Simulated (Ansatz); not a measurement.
Consider the silylene formation by 1,1-elimination: `CNB[SiH2]O` → `CNBO` + `[SiH2]`.

Gas-phase electronic energies from Ansatz, PBE0-D4/def2-TZVP geometries. CCSD(T)/CBS adds triple-zeta CCSD(T) − MP2 to the extrapolated MP2 energy (def2 sets, frozen cores). This one scheme is used for every species. DFT in def2-TZVPP. B3LYP here is the variant with VWN-RPA as its local correlation; programs differ in this. Each species was taken in one conformer, which may not be the lowest.

```csv
species,B3LYP-D4 energy (Eh)
`CNB[SiH2]O`,-487.44388
`CNBO`,-196.73176
`[SiH2]`,-290.64290
```

Task: Work out ΔE.

Result: ΔE = (-196.73176) + (-290.64290) − (-487.44388) = 0.06922 Eh = +181.7 kJ/mol. CCSD(T)/CBS gives +189.5 kJ/mol.

Largest T1 diagnostic among the species: 0.014.

The D4 term adds +11.6 kJ/mol with B3LYP and +6.4 kJ/mol with PBE0; it sums over pairs of atoms, weighted by their polarisabilities, and B3LYP, whose exchange is more repulsive, gets the larger term. From BLYP to BHLYP (50 % exact exchange), in def2-TZVPP and without D4, ΔE moves by +17.7 kJ/mol.
